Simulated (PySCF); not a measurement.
TlBi from Hartree–Fock to correlated methods

State: ³Σ⁻ (triplet), unpaired electrons π ↑↑. Set-up: Tl cc-pVDZ-PP with ECP60, Bi cc-pVDZ-PP with ECP60; scalar-relativistic core potentials (PySCF 2.14). De refers to Tl + Bi in their high-spin ground configurations, without counterpoise correction. The functionals are run spin-unrestricted. A positive dipole means Tl(−)Bi(+).

| Level | Re (Å) | ωe (cm⁻¹) | De (eV) | μ (D) |
| --- | --- | --- | --- | --- |
| ROHF | 3.127 | 101 | 0.403 | -3.06 |
| ROHF-MP2 | 3.087 | 106 | 1.06 | n/a |
| ROHF-SCS-MP2 | 3.110 | 103 | 1.00 | n/a |
| ROHF-CCSD | 3.124 | 99.7 | 1.03 | n/a |
| ROHF-CCSD(T) | 3.128 | 98.5 | 1.10 | n/a |
| PBE | 3.110 | 101 | 1.70 | -2.08 |
| BLYP | 3.154 | 96.5 | 1.68 | -2.06 |
| TPSS | 3.107 | 101 | 1.67 | -2.29 |
| r²SCAN | 3.092 | 103 | 1.50 | -2.34 |
| PBE0 | 3.081 | 104 | 1.53 | -2.36 |
| r²SCAN0 | 3.073 | 105 | 1.41 | -2.47 |
| LC-ωPBE | 3.025 | 111 | 1.25 | -2.58 |

The bond length runs from 3.025 Å (LC-ωPBE) to 3.154 Å (BLYP). De spans 0.40 eV (ROHF, mean field) to 1.70 eV (PBE, GGA). Correlation at CCSD(T) changes the Hartree–Fock bond energy by +0.70 eV; the triples alone change it by +0.07 eV.

Correlated steps freeze 8 core orbitals. Correlated levels converge slowly with the basis: in double zeta they bind strong bonds too weakly, by up to about 1 eV, and carry superposition errors of some tenths. Spin–orbit coupling is left out, which matters for elements this heavy, above all for dissociation energies. The state was picked by a PBE0 search and need not be the measured ground state.
